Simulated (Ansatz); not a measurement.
# Molecular dynamics of BClF3H

Input file:

```yaml
crystal:
  periodic: [false, false, false]
  atoms:
    - { symbol: B, position_ang: [0.012603, -0.228569, 0.016119] }
    - { symbol: F, position_ang: [0.009534, 0.102887, 1.533538] }
    - { symbol: F, position_ang: [1.149486, 0.15607, -0.534385] }
    - { symbol: F, position_ang: [-1.149402, 0.089315, -0.524454] }
    - { symbol: Cl, position_ang: [0.07182, -2.193205, 0.545951] }
    - { symbol: H, position_ang: [0.043259, -1.041197, 1.64483] }
basis:
  gaussian: { orbitals: def2-SVP }
hamiltonian:
  xc: b3lyp
  dispersion: d4
md:
  timestep: 0.5
  n_steps: 200
  ensemble: nve
  temperature: 300.0
  initial_velocities: maxwell_boltzmann
  seed: 5910
```

Command:

```bash
$ ansatz run input.yaml --threads 1 --pin off --max-ram 2048MiB --backend cpu --events-out ev --progress --plain --runs-dir out
```

It starts at the highest image of a converged band, a first-order saddle point between two minima.

Output, in part (step lines, the closing report, with atoms numbered from 0):

```
md step     0: t =     0.00 fs  T =   300.0 K  F+E_penalty+E_count = -21359.59392590 eV  E_kin = 0.155112 eV  conserved = -21359.43881391 eV  (24 SCF iters)
[... lines left out ...]
Total energy: -21360.55665589 eV, -784.9859783986 hartree
Atom 0 at     0.039820     0.735227     0.133747 Å, force    -0.282489    -2.103818    -2.693418 eV/Å
Atom 1 at     0.009590     1.253886     1.295467 Å, force    -0.238139     0.876639     1.568969 eV/Å
Atom 2 at     1.183364     0.593856    -0.526999 Å, force    -0.242431     0.322266     0.323389 eV/Å
Atom 3 at    -1.044463     0.204214    -0.464246 Å, force     0.754170     0.801313     0.808963 eV/Å
Atom 4 at    -0.034296    -3.331313     0.654396 Å, force    -0.725280     0.200416     0.712710 eV/Å
Atom 5 at     0.865901    -3.461796    -0.217403 Å, force     0.734169    -0.096817    -0.720613 eV/Å
Dipole moment:     0.184471     0.000580    -0.109568 e Å
```

The steps, from the saved trajectory:

| time (fs) | T (K) | potential energy less start (eV) | conserved less start (meV/atom) |
| --- | --- | --- | --- |
| 0 | 300 | 0.000 | 0.00 |
| 3 | 256 | 0.023 | 0.01 |
| 6 | 187 | 0.059 | 0.03 |
| 9 | 167 | 0.069 | 0.03 |
| 12 | 230 | 0.037 | 0.04 |
| 15 | 415 | -0.059 | 0.03 |
| 18 | 686 | -0.200 | 0.02 |
| 21 | 1121 | -0.424 | 0.00 |
| 24 | 1537 | -0.640 | -0.07 |
| 27 | 1634 | -0.690 | -0.05 |
| 30 | 1647 | -0.696 | 0.03 |
| 33 | 1900 | -0.828 | -0.08 |
| 36 | 1930 | -0.843 | -0.05 |
| 39 | 1802 | -0.777 | 0.00 |
| 42 | 1818 | -0.785 | 0.04 |
| 45 | 2031 | -0.895 | -0.07 |
| 48 | 2045 | -0.902 | 0.00 |
| 51 | 2049 | -0.904 | -0.02 |
| 54 | 2121 | -0.941 | 0.04 |
| 57 | 2308 | -1.039 | -0.10 |
| 60 | 2140 | -0.951 | 0.00 |
| 63 | 1963 | -0.860 | -0.01 |
| 66 | 1946 | -0.850 | 0.05 |
| 69 | 2138 | -0.951 | -0.08 |
| 72 | 2033 | -0.896 | 0.00 |
| 75 | 2023 | -0.891 | 0.03 |
| 78 | 2296 | -1.032 | -0.06 |
| 81 | 2345 | -1.058 | -0.07 |
| 84 | 2083 | -0.922 | 0.02 |
| 87 | 1936 | -0.846 | 0.03 |
| 90 | 1978 | -0.868 | -0.02 |
| 93 | 2000 | -0.879 | -0.01 |
| 96 | 2008 | -0.883 | -0.01 |
| 99 | 2092 | -0.927 | 0.04 |

The run went to its last step. The conserved energy stayed within 0.13 meV per atom of its start (net change 0.027 meV per atom), so the integration is sound. The kinetic energy rose, since the run started high on the potential surface and went downhill. It ends in pieces (BF3 + ClH), so much of that is their flight and rotation, not heat. A run of 0.1 ps of so small a system gives no equilibrium averages. The orbitals stay closed-shell, which can raise the energy where a bond breaks towards radicals; this wasn't checked here.

Between its relaxed ends the band would form B1–Cl5, F2–H6 and break B1–F2, Cl5–H6. These pairs go: B1–Cl5 2.04 → 4.10 Å, F2–H6 1.15 → 5.03 Å, B1–F2 1.55 → 1.27 Å, Cl5–H6 1.59 → 1.26 Å. In the last frame they stand as before the step (other bonds may differ from the relaxed reactants and products). It ends as BF3 + ClH. Pairs count as bonded within 1.25 times the sum of covalent radii (0.12 Å more for H–H).

Last frame:

```xyz
6
Properties=species:S:1:pos:R:3
B 0.040 0.735 0.134
F 0.010 1.254 1.296
F 1.183 0.594 -0.527
F -1.044 0.204 -0.464
Cl -0.034 -3.331 0.654
H 0.866 -3.462 -0.217
```

Run time: 9.2 min on 1 thread of Arm Neoverse V1 (shared host), peak memory 0.17 GiB.
